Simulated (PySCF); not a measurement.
CH₅F₂NSi. Atoms are numbered in the order given.

```xyz
10

N     -1.9582    -0.5815     0.5114
Si    -0.8052     0.6540     0.1545
C      0.9123    -0.1903     0.1623
F      0.8899    -1.2034    -0.7668
F      1.8847     0.6971    -0.2048
H     -2.8467    -0.3562     0.9444
H     -2.0384    -1.3912    -0.0953
H     -0.9185     1.3180    -1.1785
H     -0.8712     1.6818     1.2294
H      1.2107    -0.6392     1.1281
```
Charge 0, spin multiplicity 1.

The structure is a stationary point at ωB97X-D3(BJ)/def2-SVP. The structure was generated by enumeration, and PubChem lists no compound with its InChIKey, so it may never have been made. The values are those of a single conformer.

These are ωB97X-D3(BJ)/def2-SVP run with PySCF values and carry that method's errors.

Frequencies are harmonic and unscaled.

| mode | ν (cm⁻¹) | IR (km/mol) | moving atoms (share of kinetic energy) |
|---|---|---|---|
| 1 | 63 | 4.1 | F 31 %, H 30 %, N 26 %, Si 12 % |
| 2 | 109 | 4.1 | H 33 %, F 29 %, N 26 %, Si 11 % |
| 3 | 184 | 15.9 | H 56 %, F 31 % |
| 4 | 278 | 9.3 | F 31 %, H 30 %, Si 24 %, C 12 % |
| 5 | 323 | 9.6 | F 44 %, H 19 %, N 15 %, Si 15 % |
| 6 | 387 | 201.0 | H 78 %, N 19 % |
| 7 | 509 | 20.7 | F 48 %, H 32 %, C 12 %, Si 8 % |
| 8 | 591 | 14.9 | H 41 %, F 38 %, Si 13 % |
| 9 | 663 | 3.9 | H 83 % |
| 10 | 778 | 26.6 | H 40 %, C 36 %, Si 17 % |
| 11 | 844 | 33.6 | H 74 %, N 16 % |
| 12 | 875 | 56.9 | N 38 %, H 37 %, Si 24 % |
| 13 | 932 | 270.8 | H 70 %, Si 18 %, N 10 % |
| 14 | 978 | 108.0 | H 91 % |
| 15 | 1103 | 171.6 | C 58 %, F 35 % |
| 16 | 1150 | 73.7 | C 48 %, F 35 %, H 17 % |
| 17 | 1352 | 23.0 | H 63 %, C 34 % |
| 18 | 1377 | 8.7 | H 88 %, C 10 % |
| 19 | 1551 | 49.8 | H 89 %, N 10 % |
| 20 | 2244 | 148.9 | H 97 % |
| 21 | 2276 | 111.9 | H 97 % |
| 22 | 3083 | 35.6 | H 92 % |
| 23 | 3623 | 39.1 | H 96 % |
| 24 | 3720 | 44.1 | H 91 %, N 9 % |
